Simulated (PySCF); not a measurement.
A calculated (M06-2X, PySCF 2.14, aug-cc-pVDZ-DK, scalar relativity by spin-free X2C-1e) atom or ion has these occupied shells.

```
shell  electrons  orbital energy (eV)  rms radius, mean of both spins (bohr)
 1s α          1              -2482.9                                  0.112
 1s β          1              -2482.3                                  0.112
 2s α          1              -253.52                                  0.518
 2s β          1              -253.28                                  0.518
 2p α          3              -195.66                                  0.491
 2p β          3              -194.96                                  0.491
 3s α          1              -44.234                                   1.71
 3s β          1              -40.756                                   1.71
 3p α          2              -31.658                                   1.89
```

Q: Name the element and its charge.

A: S²⁺ (sulfur, charge +2), in [Ne] 3s2 3p2, high-spin 3P determinant.
